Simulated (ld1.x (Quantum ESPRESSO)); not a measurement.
## Varying the TM potential for Si

Base potential:

silicon, norm-conserving Troullier–Martins (Kleinman–Bylander form), made with ld1.x (Quantum ESPRESSO) 7.5 (PBE, non-relativistic). Core [Ne], reference 3s2 3p2. Waves: 3s (bound): rc 1.25 bohr; 3p (bound): rc 1.95 bohr; 3d channel at 0.3 Ry: rc 2.10 bohr. Local part: all-electron potential smoothed inside 1.80 bohr (lloc = -2). Core correction: a·sin(br)/r model core, default radius (core density twice the valence density).

Cutoffs, loose and tight: the cutoffs (Ry, on a coarse ladder) from which the occupation-weighted sum of valence levels, in a spherical-Bessel basis at the reference potential, stays within 10 and 1 mRy of its value at 400 Ry. They do not see the model core or the augmentation charge, which bear on the density cutoff. Test errors are all-electron minus pseudo excitation energies from the reference, over the configurations 3s2 3p1; 3s2 3p0; 3s1 3p0; 3s2 3p2.3; 3s2 3p1.5; 3s1 3p3; 3s0 3p4. A dash means not determined; rows that change the core or the reference have their own tests.

A true bound ghost makes a file unfit for plane-wave use even where its test errors are small: the radial tests pick states by their node count and pass the ghost by.

```tsv
change	outcome	cutoff, loose	cutoff, tight	bound ghosts	largest test error (meV)
base	generated	50 Ry	110 Ry	none	+97
all radii but the core radius scaled by about 0.79 (s 0.98, p 1.54, d 1.66 bohr); local potential all-electron potential smoothed inside 1.42 bohr (lloc = -2)	generated	230 Ry	over 300 Ry	s	+107
all radii but the core radius scaled by about 0.87 (s 1.08, p 1.70, d 1.82 bohr); local potential all-electron potential smoothed inside 1.56 bohr (lloc = -2)	generated	110 Ry	260 Ry	none	+100
all radii but the core radius scaled by about 0.94 (s 1.18, p 1.82, d 1.96 bohr); local potential all-electron potential smoothed inside 1.68 bohr (lloc = -2)	generated	55 Ry	160 Ry	none	+101
all radii but the core radius scaled by about 1.04 (s 1.30, p 2.02, d 2.18 bohr); local potential all-electron potential smoothed inside 1.86 bohr (lloc = -2)	generated	40 Ry	90 Ry	none	+92
all radii but the core radius scaled by about 1.10 (s 1.38, p 2.14, d 2.32 bohr); local potential all-electron potential smoothed inside 1.98 bohr (lloc = -2)	generated	35 Ry	80 Ry	none	+82
all radii but the core radius scaled by about 1.20 (s 1.50, p 2.34, d 2.52 bohr); local potential all-electron potential smoothed inside 2.16 bohr (lloc = -2)	generated	15 Ry	40 Ry	none	+63
all radii but the core radius scaled by about 1.29 (s 1.62, p 2.52, d 2.72 bohr); local potential all-electron potential smoothed inside 2.34 bohr (lloc = -2)	generated	15 Ry	40 Ry	none	+28
all radii but the core radius scaled by about 1.37 (s 1.72, p 2.68, d 2.88 bohr); local potential all-electron potential smoothed inside 2.48 bohr (lloc = -2)	generated	15 Ry	40 Ry	none	-15
```

Reading the sweep of the scale of all radii but the core radius (base = 1) (base included, trends over the rows without a ghost): The loose cutoff falls from 110 Ry at 0.87 to 15 Ry at 1.37. A larger radius leaves more room for a smooth pseudo-wave, so fewer plane waves are needed; a smaller one forces it to follow the all-electron wave where it bends sharply. The median size of the test errors (rows with all tests solved) is not monotonic: lowest 0.5 meV at 1.29, highest 4.1 meV at 0.87. Bound ghosts are found at 0.79.
